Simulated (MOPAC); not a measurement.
MOPAC input (PM7):

```
PM7 FORCE THERMO(298,298) PRECISE LET CHARGE=-1 GEO-OK AUX(PRECISION=9) THREADS=1
C2H9Si2

C    -2.55390228 1   -0.35784472 1    0.66747024 1
Si   -0.94771550 1    0.52268511 1    0.20417275 1
C     0.41608498 1   -0.70416025 1   -0.00066419 1
Si    2.15106367 1   -0.08438210 1   -0.47152685 1
H    -2.83747077 1   -1.07948793 1   -0.11352690 1
H    -2.42995987 1   -0.91755156 1    1.60689154 1
H    -3.38885805 1    0.34289017 1    0.79927416 1
H    -0.66813351 1    1.47313421 1    1.27143902 1
H    -1.21104809 1    1.25383459 1   -1.02736174 1
H     0.13921107 1   -1.44225918 1   -0.79611641 1
H     0.55394137 1   -1.27347836 1    0.95384990 1
H     3.09547244 1    0.24836209 1    0.56325980 1
H     2.52019681 1    0.01803729 1   -1.85957022 1
```

From the output:

```
     H   13   3.175149

          HEAT OF FORMATION =     -36.441468 KCALS/MOLE

          ZERO POINT ENERGY      56.869 KCAL/MOL

           NORMAL COORDINATE ANALYSIS (Total motion = 1 Angstrom)

   Root No.       1         2         3         4         5         6         7         8

                 1 A"      2 A"      3 A"      1 A'      2 A'      4 A"      5 A"      3 A'

                  40.8      71.4     132.8     152.8     236.3     498.3     525.8     551.8

           1   -0.0000    0.0000   -0.0000    0.0035   -0.0569    0.0000   -0.0000    0.0098
           2   -0.0000   -0.0000    0.0000   -0.0693   -0.0592    0.0000    0.0000    0.0028
           3    0.0305   -0.0501    0.0047   -0.0000   -0.0000   -0.0042    0.0065    0.0000
           4    0.0000   -0.0000    0.0000    0.0037   -0.0504   -0.0000    0.0000    0.0056
           5   -0.0000    0.0000   -0.0000    0.0518    0.0051    0.0000    0.0000    0.0273
           6   -0.0229    0.0201   -0.0140    0.0000   -0.0000    0.0081   -0.0235   -0.0000
           7    0.0000   -0.0000   -0.0000   -0.0189    0.0472   -0.0000   -0.0000    0.0137
           8    0.0000    0.0000   -0.0000    0.0568   -0.0233    0.0000    0.0000   -0.0345
           9   -0.0114    0.0650    0.0193   -0.0001    0.0000    0.0065    0.0039    0.0000
          10   -0.0000    0.0000   -0.0000    0.0004    0.0566   -0.0000   -0.0000   -0.0123
          11    0.0000   -0.0000   -0.0000   -0.0391    0.0351   -0.0000   -0.0000   -0.0373
          12    0.0124   -0.0250    0.0021   -0.0000    0.0000    0.0096    0.0123   -0.0000
          13    0.0257   -0.0355    0.0138   -0.0359   -0.0886   -0.0203    0.0589   -0.0063
          14   -0.0235   -0.0157    0.2199   -0.0994   -0.0844    0.0043   -0.0055   -0.0099
          15    0.0555   -0.0566   -0.1181   -0.0001   -0.0004   -0.0165    0.0386   -0.0000
          16   -0.0257    0.0355   -0.0137   -0.0359   -0.0886    0.0203   -0.0589   -0.0063
          17    0.0235    0.0157   -0.2199   -0.0995   -0.0844   -0.0043    0.0055   -0.0099
          18    0.0555   -0.0565   -0.1181   -0.0001    0.0004   -0.0165    0.0385    0.0000
          19   -0.0000    0.0000   -0.0001    0.0803    0.0027    0.0000   -0.0000    0.0429
          20   -0.0000   -0.0000    0.0000   -0.1014   -0.0850    0.0000    0.0000   -0.0118
          21    0.0156   -0.0851    0.2631    0.0001    0.0000   -0.0090    0.0289    0.0000
          22   -0.0314    0.0373   -0.0093    0.0264   -0.0555   -0.0342    0.0921   -0.0123
          23    0.0243    0.0097    0.0179    0.0643   -0.0003    0.0996   -0.1452    0.0123
          24   -0.0491    0.0268   -0.0281   -0.0011    0.0016   -0.0681    0.1034    0.0013
          25    0.0315   -0.0373    0.0093    0.0263   -0.0555    0.0343   -0.0922   -0.0123
          26   -0.0243   -0.0097   -0.0179    0.0644   -0.0003   -0.0996    0.1452    0.0123
          27   -0.0490    0.0268   -0.0281    0.0013   -0.0016   -0.0680    0.1033   -0.0013
          28    0.0036    0.0517    0.0147   -0.0042    0.0635   -0.0913   -0.0319    0.0347
          29   -0.0038   -0.0381   -0.0240    0.0669   -0.0141    0.0787   -0.0249   -0.0120
          30   -0.0068    0.1096    0.0401   -0.0022    0.0022   -0.0876    0.0048    0.0025
          31   -0.0036   -0.0518   -0.0147   -0.0042    0.0635    0.0914    0.0319    0.0347
          32    0.0038    0.0381    0.0240    0.0668   -0.0141   -0.0787    0.0249   -0.0120
          33   -0.0068    0.1095    0.0401    0.0020   -0.0022   -0.0874    0.0049   -0.0025
          34    0.0789   -0.0363   -0.0079    0.0079    0.0507   -0.1550   -0.1314   -0.0845
          35   -0.3053   -0.1166   -0.0121   -0.0826    0.0724   -0.0372   -0.0298    0.3444
          36    0.0260   -0.0573   -0.0035   -0.0002    0.0008   -0.0845   -0.0671   -0.0020
          37   -0.0789    0.0363    0.0079    0.0079    0.0507    0.1551    0.1314   -0.0845
          38    0.3053    0.1166    0.0120   -0.0825    0.0724    0.0372    0.0298    0.3444
          39    0.0259   -0.0572   -0.0035    0.0002   -0.0007   -0.0843   -0.0669    0.0019

   Root No.       9        10        11        12        13        14        15        16

                 4 A'      6 A"      5 A'      6 A'      7 A"      7 A'      8 A'      9 A'

                 633.3     666.1     707.1     750.5     775.7     797.5     799.3     846.8

           1    0.0127   -0.0000    0.1827    0.0131   -0.0000    0.0041   -0.0030    0.0027
           2    0.0079    0.0000   -0.0018   -0.0155   -0.0000    0.0215   -0.0057    0.0226
           3    0.0000    0.0050    0.0001    0.0000    0.0051    0.0000   -0.0000    0.0000
           4    0.0042   -0.0000   -0.0941   -0.0271    0.0000    0.0101   -0.0016    0.0031
           5    0.0361    0.0000    0.0040   -0.0474   -0.0000   -0.0090    0.0019   -0.0197
           6   -0.0000    0.0031   -0.0000   -0.0000   -0.0118    0.0000    0.0000   -0.0000
           7    0.0752    0.0000   -0.0303    0.1346   -0.0000   -0.0044    0.0034   -0.0018
           8   -0.0731   -0.0000   -0.0131    0.1175    0.0000    0.0292   -0.0075   -0.0032
           9    0.0001   -0.0292   -0.0000    0.0001    0.0564   -0.0000   -0.0000    0.0000
          10   -0.0439   -0.0000    0.0135   -0.0423    0.0000   -0.0007   -0.0238    0.0028
          11    0.0102   -0.0000    0.0040   -0.0102    0.0000   -0.0018   -0.0043   -0.0002
          12   -0.0000    0.0107    0.0000   -0.0000   -0.0126   -0.0000   -0.0000   -0.0000
          13   -0.0374   -0.0887    0.1593    0.0411   -0.0450   -0.0742    0.0176   -0.0622
          14   -0.0320   -0.0013    0.0013    0.0104   -0.0013   -0.0393    0.0104   -0.0258
          15   -0.0008   -0.0389    0.0090    0.0026   -0.0171   -0.0046    0.0011   -0.0046
          16   -0.0374    0.0887    0.1594    0.0411    0.0450   -0.0742    0.0176   -0.0622
          17   -0.0320    0.0013    0.0012    0.0104    0.0013   -0.0393    0.0104   -0.0258
          18    0.0009   -0.0388   -0.0090   -0.0025   -0.0170    0.0045   -0.0011    0.0046
          19    0.1115    0.0000    0.1733   -0.0667    0.0000    0.1645   -0.0475    0.1327
          20   -0.0374   -0.0000   -0.0156    0.0163   -0.0000   -0.0527    0.0148   -0.0380
          21    0.0001   -0.0377    0.0001   -0.0000   -0.0159    0.0001   -0.0000    0.0001
          22   -0.0523   -0.1671   -0.0402    0.0149   -0.1074   -0.1600    0.0444   -0.0564
          23   -0.0103   -0.0807   -0.0016    0.0254   -0.1102   -0.1284    0.0420    0.2317
          24    0.0065   -0.0070    0.0182   -0.0269    0.0195    0.0130   -0.0083   -0.1695
          25   -0.0523    0.1671   -0.0402    0.0149    0.1074   -0.1600    0.0444   -0.0565
          26   -0.0104    0.0807   -0.0015    0.0254    0.1102   -0.1284    0.0420    0.2316
          27   -0.0067   -0.0069   -0.0182    0.0269    0.0196   -0.0131    0.0083    0.1694
          28    0.0799    0.0550   -0.0172    0.1222   -0.1557   -0.0236    0.0051   -0.0330
          29   -0.0591   -0.0709   -0.0103    0.1088    0.0444    0.0201   -0.0032   -0.0258
          30    0.0126    0.0455   -0.0003    0.0006   -0.0490   -0.0052    0.0014   -0.0011
          31    0.0799   -0.0550   -0.0171    0.1222    0.1557   -0.0236    0.0052   -0.0331
          32   -0.0591    0.0709   -0.0104    0.1088   -0.0444    0.0201   -0.0032   -0.0258
          33   -0.0124    0.0454    0.0002   -0.0005   -0.0489    0.0052   -0.0015    0.0011
          34   -0.0172   -0.0673    0.0263   -0.0578    0.0708    0.0472    0.3091   -0.0031
          35   -0.1363   -0.0106   -0.0035    0.0412    0.0071    0.0213    0.0556    0.0003
          36   -0.0007   -0.0291    0.0066   -0.0051    0.0284    0.0285    0.1881   -0.0031
          37   -0.0172    0.0673    0.0262   -0.0578   -0.0709    0.0472    0.3093   -0.0031
          38   -0.1364    0.0106   -0.0034    0.0412   -0.0071    0.0213    0.0556    0.0002
          39    0.0007   -0.0291   -0.0065    0.0050    0.0283   -0.0284   -0.1878    0.0031

   Root No.      17        18        19        20        21        22        23        24

                 8 A"     10 A'      9 A"     11 A'     12 A'     13 A'     14 A'     10 A"

                 861.6     862.5     934.2    1079.4    1277.1    1292.8    1299.5    1299.8

           1   -0.0000   -0.0055    0.0000   -0.0020   -0.0005   -0.0616   -0.0225    0.0000
           2   -0.0000    0.0361    0.0000    0.0090    0.0040    0.0164   -0.0419   -0.0000
           3    0.0520    0.0000   -0.0087    0.0000    0.0000   -0.0000   -0.0000   -0.0474
           4    0.0000   -0.0123   -0.0000    0.0033   -0.0004   -0.0022   -0.0009    0.0000
           5   -0.0000   -0.0097    0.0000   -0.0122   -0.0025   -0.0006    0.0010   -0.0000
           6   -0.0150   -0.0000    0.0165    0.0000    0.0000   -0.0000   -0.0000    0.0009
           7   -0.0000    0.0051    0.0000   -0.0603    0.0207    0.0015    0.0049   -0.0000
           8   -0.0000    0.0045   -0.0000   -0.0198   -0.0525    0.0027   -0.0011   -0.0000
           9   -0.0027    0.0000   -0.0269   -0.0000    0.0000    0.0000    0.0000   -0.0002
          10   -0.0000    0.0002    0.0000   -0.0023    0.0000   -0.0001   -0.0001   -0.0000
          11    0.0000   -0.0017   -0.0000    0.0050    0.0019   -0.0001   -0.0001    0.0000
          12   -0.0009   -0.0000   -0.0046   -0.0000   -0.0000    0.0000    0.0000    0.0000
          13   -0.2441   -0.1103    0.0425   -0.0165    0.0058    0.2772    0.0391   -0.1160
          14   -0.0067   -0.0353    0.0016    0.0066   -0.0182   -0.0503    0.2907   -0.2161
          15   -0.0666   -0.0089    0.0120   -0.0071    0.0146    0.1647   -0.1607    0.0559
          16    0.2442   -0.1102   -0.0425   -0.0165    0.0058    0.2774    0.0389    0.1159
          17    0.0067   -0.0352   -0.0016    0.0066   -0.0182   -0.0503    0.2907    0.2161
          18   -0.0663    0.0088    0.0119    0.0071   -0.0146   -0.1643    0.1608    0.0560
          19    0.0000    0.1832   -0.0000    0.0639    0.0003    0.2147    0.2003   -0.0002
          20   -0.0000   -0.0529    0.0000   -0.0188    0.0018   -0.0899   -0.1031    0.0000
          21   -0.0473    0.0001    0.0091    0.0000    0.0000    0.0001    0.0001    0.4342
          22    0.1428    0.2121    0.0167    0.0098    0.0060    0.0076   -0.0011   -0.0060
          23    0.0340   -0.0142    0.0593    0.0108    0.0055    0.0013   -0.0004   -0.0005
          24    0.0156    0.0799   -0.0130   -0.0134   -0.0043    0.0038    0.0010   -0.0018
          25   -0.1428    0.2122   -0.0167    0.0098    0.0060    0.0076   -0.0011    0.0060
          26   -0.0340   -0.0143   -0.0593    0.0108    0.0054    0.0013   -0.0005    0.0005
          27    0.0155   -0.0797   -0.0130    0.0134    0.0043   -0.0038   -0.0011   -0.0018
          28   -0.0259   -0.0216   -0.2242    0.3299   -0.1262   -0.0025   -0.0193    0.0004
          29   -0.0264   -0.0133   -0.2611    0.1668    0.3155   -0.0111    0.0057   -0.0005
          30    0.0024   -0.0012    0.0437    0.0401   -0.2593    0.0064   -0.0127    0.0003
          31    0.0259   -0.0216    0.2242    0.3300   -0.1265   -0.0025   -0.0193   -0.0004
          32    0.0264   -0.0133    0.2611    0.1668    0.3156   -0.0110    0.0057    0.0005
          33    0.0025    0.0013    0.0439   -0.0397    0.2591   -0.0064    0.0127    0.0003
          34    0.0032   -0.0007    0.0119    0.0020   -0.0008    0.0005    0.0002   -0.0001
          35   -0.0003    0.0057   -0.0055   -0.0102   -0.0056    0.0006    0.0000   -0.0000
          36    0.0006    0.0001    0.0000    0.0008   -0.0017    0.0007    0.0004    0.0000
          37   -0.0032   -0.0006   -0.0119    0.0020   -0.0008    0.0005    0.0002    0.0001
          38    0.0004    0.0056    0.0054   -0.0102   -0.0056    0.0006    0.0000    0.0000
          39    0.0006   -0.0001   -0.0000   -0.0008    0.0017   -0.0007   -0.0004    0.0000

   Root No.      25        26        27        28        29        30        31        32

                11 A"     15 A'     16 A'     12 A"     13 A"     14 A"     17 A'     18 A'
```

The dipole moment of an ion depends on the origin.
